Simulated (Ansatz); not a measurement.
Mulliken charges of `BrCI` from B3LYP/def2-TZVPP in Ansatz (PBE0-D4/def2-TZVP geometry).

```
atom   x (Å)   y (Å)   z (Å)  charge (e)
 Br1  -1.808  -0.091   0.355      -0.067
  C2   0.028   0.082  -0.181      -0.303
  I3   1.424  -0.779   1.171      -0.005
  H4   0.258   1.138  -0.253       0.188
  H5   0.148  -0.423  -1.133       0.188
```

Question: By hand: the dipole of these point charges (1 e Å = 4.8032 D).

Answer: Σ q r = (0.182, 0.120, -0.235) e Å, of length 0.321 e Å = 1.54 D.

Question: How does the dipole of the full density compare? (Estimate.)

Answer: The calculation gave: (0.116, 0.117, -0.223) e Å, 1.33 D; the point charges give 1.16 times that, at 10° from its direction.

Point charges leave out the atoms' own dipoles, such as those of lone pairs, and Mulliken's split depends on the basis, so the two needn't agree.

B3LYP here is the variant with VWN-RPA as its local correlation; programs differ in this.
